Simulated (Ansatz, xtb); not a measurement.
The molecule BeP, multiplicity 4 (lowest of 2S+1 = 2, 4 at CCSD(T)/def2-TZVPP on PBE0 minima; our sources give no spin for the ground state, which may be another).

Constants: fifth-degree fit in 1/R to seven points, most abundant isotopes. In def2 and cc sets the state is the lowest found near the PBE0 minimum, followed along R.

Correlated levels freeze the inner cores; with def2 sets outer-core shells near the valence are correlated too. CBS: X⁻³ extrapolation of the correlation energy, Hartree–Fock from the larger set.

Programs: Ansatz (Gaussian orbitals); xtb for the GFN methods. Values without a source in brackets are computed. The GFN methods have no spin term and hold the electronic entropy of 300 K.

D_e counts from each atom's lowest state at the same level, without counterpoise or zero-point energy.

| level | r_e (Å) | ω_e (cm⁻¹) | ω_e x_e (cm⁻¹) | D_e (eV) | dipole (D) |
|---|---|---|---|---|---|
| GFN2-xTB | 2.058 | 594 | 6.1 | - | - |
| PBE/def2-TZVPP | 2.084 | 599 | 4.9 | 1.70 | 0.15 |
| r2SCAN/def2-TZVPP | 2.081 | 606 | 4.8 | 1.74 | 0.36 |
| B3LYP/def2-TZVPP | 2.076 | 604 | 5.1 | 1.51 | 0.30 |
| wB97X-V/def2-TZVPP | 2.070 | 625 | 4.7 | 1.49 | 0.39 |
| wB97M-V/def2-TZVPP | 2.061 | 622 | 5.0 | 1.30 | 0.29 |
| B2PLYP/def2-TZVPP | 2.077 | ___ | 5.0 | 1.36 | - |
| CCSD(T)/CBS(aug-cc-pV(T+d)Z, aug-cc-pV(Q+d)Z) | ___ | ___ | 5.5 | - | - |

Q: What belongs in the gaps?

A: 
- CCSD(T)/CBS(aug-cc-pV(T+d)Z, aug-cc-pV(Q+d)Z), r_e (Å): 2.068
- CCSD(T)/CBS(aug-cc-pV(T+d)Z, aug-cc-pV(Q+d)Z), ω_e (cm⁻¹): 615
- B2PLYP/def2-TZVPP, ω_e (cm⁻¹): 608

Ansatz is an electronic-structure program.
